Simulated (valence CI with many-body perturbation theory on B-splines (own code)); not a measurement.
# Ge I: magnetic and hyperfine properties of the levels

Calculated by relativistic CI+MBPT: four valence electrons over a frozen Dirac-Fock core [Ar] 3d10, a basis of 11 s, 11 p, 9 d, 7 f, 5 g, 2 h, 1 i functions for each j, with the one-electron correlation potential Σ1, the two-electron term Σ2, the three-electron term Σ3, Breit, model QED; selected CI, second order for the rest, scaled by the run's own slope (own B-spline code, finite nucleus).

Against 31 measured levels this calculation errs by 127 cm⁻¹ on average and by 262 at most. These come from a selection out of the NIST Handbook of Basic Atomic Spectroscopic Data. Levels without a partner in it may be off by more. Among the levels kept, up to 650 cm⁻¹ of a level comes from second order outside the variational space, and about a tenth of that is noise between levels of different J, which matters for small intervals.

A/g_I is the dipole constant over the nuclear g factor μ/I (μ in nuclear magnetons, uniformly magnetised nucleus), B/Q the quadrupole constant per barn. Both hold the static response of the core; the bare values leave it out. Large factors of s and p1/2 electrons are usually good to 5 to 10 %; those of open d and f shells near neutrality can be off by tens of per cent, and small factors of p3/2, d and f electrons come from cancelling terms and can be off by a factor of two or in sign, in half-filled shells by more. B is blank for J = 1/2, where it vanishes, and for nearly pure S terms. Energies count from the lowest level. Levels with J = 0 are left out.

Names give the largest LS component (configuration and term), which can be under half, so a name can repeat, a term be missing and a line seem to break the LS rules; names also repeat where a configuration has a term twice.

| Level | E (eV) | g | A/g_I (MHz) | A/g_I bare | B/Q (MHz/b) | B/Q bare |
| --- | --- | --- | --- | --- | --- | --- |
| 4s2 4p2 3P_1 | 0.0698 | 1.501 | -76.8 | -89.3 | 264 | 216 |
| 4s2 4p2 3P_2 | 0.1761 | 1.495 | 306 | 252 | -544 | -446 |
| 4s2 4p2 1D_2 | 0.8812 | 1.006 | 462 | 421 | 1040 | 849 |
| 4s2 4p 5s 3P°_1 | 4.666 | 1.435 | 1270 | 1150 | -202 | -167 |
| 4s2 4p 5s 3P°_2 | 4.841 | 1.501 | 486 | 429 | 641 | 528 |
| 4s2 4p 5s 1P°_1 | 4.952 | 1.066 | 246 | 210 | 523 | 432 |
| 4s 4p3 5S°_2 | 5.166 | 2.001 | 2490 | 2220 |  |  |
| 4s2 4p 5p 1P_1 | 5.687 | 0.796 | 895 | 814 | -110 | -91.2 |
| 4s2 4p 5p 3D_1 | 5.783 | 0.973 | -96.8 | -72.8 | -43.8 | -35.9 |
| 4s2 4p 5p 3D_2 | 5.793 | 1.183 | 449 | 405 | 38.2 | 31.6 |
| 4s2 4p 5p 3P_1 | 5.947 | 1.368 | 37.0 | 9.34 | 142 | 117 |
| 4s2 4p 5p 3D_3 | 5.950 | 1.334 | 174 | 148 | 717 | 591 |
| 4s2 4p 4d 1D°_2 | 5.987 | 0.982 | 241 | 222 | -374 | -312 |
| 4s2 4p 5p 3P_2 | 6.027 | 1.426 | 238 | 201 | 135 | 111 |
| 4s2 4p 4d 3D°_2 | 6.037 | 1.039 | 129 | 116 | -261 | -221 |
| 4s2 4p 4d 3D°_1 | 6.045 | 0.553 | -504 | -439 | -109 | -91.4 |
| 4s2 4p 4d 3D°_3 | 6.070 | 1.239 | 395 | 350 | -583 | -486 |
| 4s2 4p 5p 3S_1 | 6.070 | 1.865 | 299 | 247 | 82.6 | 68.0 |
| 4s2 4p 5p 1D_2 | 6.142 | 1.060 | 248 | 221 | 540 | 446 |
| 4s2 4p 4d 3F°_2 | 6.184 | 0.853 | 205 | 187 | 372 | 305 |
| 4s2 4p 4d 3F°_3 | 6.216 | 1.172 | 289 | 259 | 523 | 430 |
| 4s2 4p 4d 3F°_4 | 6.275 | 1.251 | 109 | 92.0 | 655 | 534 |
| 4s2 4p 4d 3P°_2 | 6.357 | 1.461 | 32.6 | 15.5 | -121 | -99.4 |
| 4s2 4p 4d 3P°_1 | 6.391 | 1.400 | 21.4 | -3.84 | -113 | -91.2 |
| 4s2 4p 6s 3P°_1 | 6.447 | 1.303 | 907 | 829 | 18.1 | 14.8 |
| 4s2 4p 4d 1F°_3 | 6.504 | 1.009 | 201 | 180 | 655 | 539 |
| 4s2 4p 4d 1P°_1 | 6.535 | 1.129 | -85.2 | -75.9 | -5.58 | -5.40 |
| 4s2 4p 6s 3P°_2 | 6.667 | 1.501 | 304 | 263 | 670 | 552 |
| 4s2 4p 6s 1P°_1 | 6.696 | 1.101 | 258 | 218 | 381 | 314 |
| 4s2 4p 6p 3D_1 | 6.789 | 0.691 | 949 | 865 | -11.4 | -9.40 |
| 4s2 4p 6p 3P_1 | 6.826 | 1.384 | -404 | -363 | -25.9 | -21.4 |
| 4s2 4p 6p 3D_2 | 6.830 | 1.183 | 465 | 422 | -43.8 | -36.2 |
| 4s2 4p 5d 3D°_2 | 6.843 | 1.177 | 28.4 | 25.6 | -140 | -118 |

Take the isotope of mass number 73, with I = 9/2, μ = -0.87824 μN and Q = -0.196 b. What is the hyperfine structure of 4s2 4p 5s 3P°_1?

From the table A = -249 MHz, B = 39.6 MHz. Shifts from the centre of gravity in MHz: F = 7/2: 1390, F = 9/2: 223, F = 11/2: -1110.
